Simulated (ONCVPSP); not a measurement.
# u(r) = r·R(r): atom against pseudo-atom (osmium (Os))

Columns: radius, all-electron u(r) and pseudo u(r) of the 5d shell (level -7.13 eV) of osmium in the configuration [Kr] 4d10 4f14 5s2 5p6 5d6 6s1.5 6p0.5; PBE, scalar-relativistic, ONCV scheme, ONCVPSP 4.0.1.

```csv
r (bohr),all-electron,pseudo
0.120,0.2422,0.0028
0.240,-0.1373,0.0218
0.360,-0.3701,0.0686
0.480,-0.2598,0.1479
0.600,-0.0030,0.2560
0.720,0.2619,0.3822
0.840,0.4787,0.5117
0.960,0.6345,0.6294
1.080,0.7342,0.7231
1.200,0.7884,0.7858
1.320,0.8086,0.8164
1.440,0.8045,0.8186
1.560,0.7839,0.7989
1.680,0.7528,0.7649
1.800,0.7152,0.7229
1.920,0.6743,0.6781
2.040,0.6320,0.6333
2.160,0.5897,0.5900
2.280,0.5484,0.5484
2.400,0.5086,0.5086
2.520,0.4707,0.4707
2.640,0.4349,0.4349
2.760,0.4012,0.4012
2.880,0.3697,0.3697
3.000,0.3404,0.3404
3.120,0.3131,0.3131
```

(1) How many radial nodes do the two functions have?

(2) At about which radius was the pseudo-wave matched?

(3) Is the pseudo-wave norm-conserving?

## Answers

(1) The all-electron 5d function has n − l − 1 = 2; the pseudo-wave has 0, since the states of the same l below it are removed with the core.

(2) 2.40 bohr. The columns agree to 0.0005 from 2.16 bohr on; several derivatives are matched, so the curves merge somewhat inside the radius.

(3) Yes: the ONCV scheme keeps the norm inside the radius equal to the all-electron one, which fixes the energy derivative of the logarithmic derivative at the level.
